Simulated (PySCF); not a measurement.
From one molecule to another.

First species: C4H4N2O2S.
Cartesian coordinates in Å at the GFN2-xTB level; atoms count from 1:
```
atom  x, y, z in Å
C1    -2.4817   -0.5120   -0.2866
O2    -1.0951   -0.7177   -0.0585
C3    -0.3310    0.3682   -0.1002
O4    -0.7354    1.4854   -0.3114
C5     1.0927    0.0529    0.1459
C6     2.1113    0.9874    0.1664
S7     3.5666    0.1800    0.4888
N8     2.7710   -1.2873    0.5726
N9     1.5432   -1.1959    0.3814
H10   -2.6427   -0.0743   -1.2742
H11   -2.9464   -1.4919   -0.2209
H12   -2.8951    0.1621    0.4668
H13    2.0381    2.0436    0.0121
```

Second species: C2H10O2Si3.
Atom-mapped SMILES: `[CH3:1][Si@H:2]([SiH3:3])[O:4][C:5](=[O:6])[SiH3:7]` (hydrogens: H8, H9, H10 on C1; H11 on Si2; H12, H13, H14 on Si3; H15, H16, H17 on Si7)

Levels: wB97X-D/def2-SVPD for dipole moment, HOMO energy, LUMO energy, HOMO–LUMO gap, static isotropic polarisability and electronic spatial extent ⟨r²⟩ about the centre of nuclear charge; TDDFT wB97X-D/def2-SVPD for lowest singlet excitation; TDA wB97X-D/def2-SVPD for lowest triplet excitation (Tamm–Dancoff); GFN2-xTB for rotational constant A and rotational constant C. Geometries: GFN2-xTB. All species are isolated and taken at one optimised geometry, non-relativistic unless stated; the electronic structure was computed with PySCF and density fitting.

Dipoles, sizes and rotational constants follow the conformer. The torsions of the flexible species, by atom-mapped SMILES:
- `[CH3:1][O:2][C:3](=[O:4])[c:5]1[cH:6][s:7][n:8][n:9]1`: C1–O2–C3–O4 0°, O2–C3–C5–C6 180°
- `[CH3:1][Si@H:2]([SiH3:3])[O:4][C:5](=[O:6])[SiH3:7]`: C1–Si2–O4–C5 132°, Si2–O4–C5–O6 0°

```csv
property,column X,column Y
dipole moment,1.50 D,2.24 D
HOMO energy,-9.65 eV,-9.53 eV
LUMO energy,-0.39 eV,0.93 eV
HOMO–LUMO gap,9.26 eV,10.46 eV
lowest singlet excitation,4.09 eV,5.09 eV
lowest triplet excitation (Tamm–Dancoff),3.42 eV,4.48 eV
static isotropic polarisability,84.6 au,112.9 au
electronic spatial extent ⟨r²⟩ about the centre of nuclear charge,1526 bohr²,1723 bohr²
rotational constant A,4.433 GHz,2.202 GHz
rotational constant C,0.693 GHz,0.681 GHz
```

Task: Which column belongs to which species?

Result: Column X is the first species and column Y the second. The first has 13 atoms and 74 electrons, the second 17 and 80.

Task: How does each property change from the first species to the second?

Result: dipole moment +0.74 D; HOMO energy +0.12 eV; LUMO energy +1.32 eV; HOMO–LUMO gap +1.20 eV; lowest singlet excitation +1.00 eV; lowest triplet excitation (Tamm–Dancoff) +1.06 eV; static isotropic polarisability +28.3 au; electronic spatial extent ⟨r²⟩ about the centre of nuclear charge +197 bohr²; rotational constant A -2.231 GHz; rotational constant C -0.012 GHz.

On the first: No computed singlet falls in the visible range (750 to 380 nm, 1.65 to 3.26 eV); S1 lies 0.83 eV above its blue end. The 8 singlets span 4.09 to 6.57 eV, and their oscillator strengths add up to 0.17.

On the second: The principal polarisabilities are 93.8, 116.8 and 128.1 au; their mean is the isotropic value. In wavenumbers S1 is 41000 cm⁻¹ (1 eV = 8065.54 cm⁻¹).
